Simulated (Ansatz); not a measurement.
Start from `N[SiH](O)Cl` and change one atom or group to get `N[SiH](Cl)N[SiH3]`.

Ansatz, PBE0-D4/def2-TZVP geometries, multiplicity 1. Each molecule was computed in one conformer, which needn't be the lowest.

| property | `N[SiH](O)Cl` |
| --- | --- |
| LUMO energy (B3LYP/def2-TZVPP) / eV | 0.37 |
| HOMO–LUMO gap (B3LYP/def2-TZVPP) / eV | 8.09 |
| HOMO energy (B3LYP/def2-TZVPP) / eV | -7.73 |
| LUMO energy (ωB97M-V/def2-TZVPP) / eV | 2.16 |
| size of the dipole moment (ωB97M-V/def2-TZVPP) / D | 2.53 |
| HOMO energy (ωB97M-V/def2-TZVPP) / eV | -10.37 |

(1) What does the change do to each property? (An estimate is asked.)

Results:

(1) Computed: 
| property | `N[SiH](Cl)N[SiH3]` | shift |
| --- | --- | --- |
| LUMO energy (B3LYP/def2-TZVPP) / eV | 0.15 | -0.22 |
| HOMO–LUMO gap (B3LYP/def2-TZVPP) / eV | 7.67 | -0.42 |
| HOMO energy (B3LYP/def2-TZVPP) / eV | -7.52 | 0.21 |
| LUMO energy (ωB97M-V/def2-TZVPP) / eV | 1.92 | -0.24 |
| size of the dipole moment (ωB97M-V/def2-TZVPP) / D | 2.59 | 0.06 |
| HOMO energy (ωB97M-V/def2-TZVPP) / eV | -10.05 | 0.32 |

With PBE0 the HOMO rises by 0.23 eV and the LUMO falls by 0.34 eV, so the gap narrows by about 0.57 eV. PBE moves the HOMO by 0.11 eV and ωB97M-V by 0.32 eV. Dipoles are sizes alone; their direction can turn.

B3LYP here is the variant with VWN-RPA as its local correlation; programs differ in this.
